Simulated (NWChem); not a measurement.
Species: BF₂ cation

```xyz
3

F      0.0000     0.0000    -1.2264
B      0.0000     0.0000     0.0000
F      0.0000     0.0000     1.2264
```
Atoms are numbered in this order, from 1.

Coordinates come from a PBE0-D3(BJ)/def2-TZVP optimisation.

List the 6 lowest vertical singlet excitations from PBE0/aug-cc-pVDZ, full TDDFT (NWChem).


| state | energy (eV) | oscillator strength | leading excitation (squared amplitude) |
|---|---|---|---|
| S1 | 11.94 | 0.000 | HOMO−1 → LUMO+1 (0.50) |
| S2 | 12.05 | 0.000 | HOMO → LUMO (0.99) |
| S3 | 12.05 | 0.000 | HOMO−1 → LUMO (0.99) |
| S4 | 12.12 | 0.000 | HOMO−1 → LUMO+2 (0.50) |
| S5 | 12.12 | 0.000 | HOMO−1 → LUMO+1 (0.50) |
| S6 | 13.77 | 0.096 | HOMO−3 → LUMO (0.98) |
